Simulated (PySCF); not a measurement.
# Computed properties of FeO₃, SMILES [O]=[Fe](=[O])=[O], multiplicity 1

FeO3, SMILES [O]=[Fe](=[O])=[O], multiplicity 1. The structure is a stationary point at r2SCAN-D4/def2-SVP. The spin state was assumed, not searched. The values are those of a single conformer. All values are computed for the isolated molecule unless a solvent is named; none is compared with measurement here.

**Structure.** The optimised structure has D3h symmetry. All 6 harmonic modes at r2SCAN-D4/def2-SVP (PySCF) are real, so it is a minimum. With heavy atoms numbered as in [Fe:1](=[O:2])(=[O:3])=[O:4], the shortest bond between them is Fe1–O3 at 1.554 Å and the longest Fe1–O2 at 1.554 Å.

**Vibrations.** The strongest infrared lines (harmonic, unscaled, degenerate partners summed) lie at 1074 cm⁻¹ (205 km/mol, O 68 %, Fe 32 %), 117 cm⁻¹ (18 km/mol, O 54 %, Fe 46 %), 351 cm⁻¹ (2 km/mol, O 85 %, Fe 15 %). The softest mode is at 117 cm⁻¹ and the zero-point energy is 5.6 kcal/mol.

**Electronic structure.** r2SCAN/def2-TZVPD (PySCF) places the frontier levels at -8.13 and -6.65 eV, a gap of 1.48 eV, and gives a dipole moment of 0.00 D and a mean polarisability of 38.6 bohr³. PBE/def2-TZVPD (PySCF) at the same geometry gives -7.65 and -6.61 eV, so its gap is 0.44 eV narrower. An orbital gap is neither the optical nor the fundamental gap.

**Excitations.** TDDFT-PBE0/def2-SVPD (PySCF) has S1 at 0.95 eV (1300 nm, f = 0.000, dark); the most intense of the 10 singlets computed lies at 3.40 eV (f = 0.00). Strengths of degenerate partners are summed. T1 (TDA) is at 0.39 eV. TDDFT-PBE/def2-SVPD (PySCF) puts S1 at 1.09 eV.
